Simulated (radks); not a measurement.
Values are calculated unless marked as measured or tabulated.
Problem. The mean radii <r> (bohr) of the occupied orbitals of an atom or ion are listed with their occupations. Level of theory: scalar-relativistic Kohn-Sham, BLYP, spin-unpolarised, spherical densities, point nucleus (a radial shooting solver on a logarithmic mesh with Libxc functionals).

orbital  occ.      <r>
1s          2  0.01773
2s          2  0.07488
2p          6  0.06727
3s          2   0.1939
3p          6   0.1945
3d         10   0.1762
4s          2   0.4318
4p          6   0.4594
4d         10   0.4890
5s          2    1.006
4f         14   0.5567
5p          6    1.169
5d          6    1.761
6s          1    2.789

Name the element and its charge.

Solution. Z = 76, osmium, charge +1: Os+ in [Xe] 4f14 5d6 6s1. The 1s radius gives Z: for a bare nucleus <r> = (2 gamma + 1)/(2Z) with gamma = sqrt(1 - (Z/c)^2), 0.01753 bohr for Z = 76, and screening makes it slightly larger (0.01773 here). The occupations add up to 75, and the charge is Z minus that.
